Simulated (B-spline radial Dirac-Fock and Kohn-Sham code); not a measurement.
Method: relaxed Dirac-Fock hole states (ΔSCF) with Breit and QED corrections and a finite nucleus. Computed with a radial B-spline solver. Free neutral atoms up to Cf, the lines Kα1, Kβ1, Lα1, Lβ1, Lβ2, Lγ1, Lℓ and Mα1 where both subshells are closed (so no Lα of most 3d metals and no Mα of most lanthanides); Na, Y were not searched.

Problem. Eu Lβ1 is computed at 6456.8 eV. Which of the searched lines of other elements lie within 79 eV and could overlap it in an energy-dispersive spectrum?

Solution. Mn Kβ1 at 6487.6 eV (+31); Dy Lα1 at 6494.1 eV (+37); Fe Kα1 at 6401.8 eV (-55).
